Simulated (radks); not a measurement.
Removal energies from the copper ion Cu9+, [Ar] 3d2, by Delta-SCF beside the eigenvalue of the level emptied. Method: scalar-relativistic Kohn-Sham, BLYP, spin-polarised, spherical densities, finite nucleus; Fermi nuclear charge, rms radius of each element as measured or else 0.836 A^(1/3) + 0.57 fm; computed with a radial shooting solver on a logarithmic mesh with Libxc functionals. Open shells are filled with parallel spins first.

| removed from | final configuration | Delta-SCF (eV) | -eigenvalue (eV) |
|---|---|---|---|
| 3d | [Ar] 3d1 | 231.46 | 214.98 |
| 3p | [Ne] 3s2 3p5 3d2 | 296.84 | 281.34 |
| 3s | [Ne] 3s1 3p6 3d2 | 341.25 | 325.68 |
| 2p | [He] 2s2 2p5 3s2 3p6 3d2 | 1201.3 | 1158.5 |
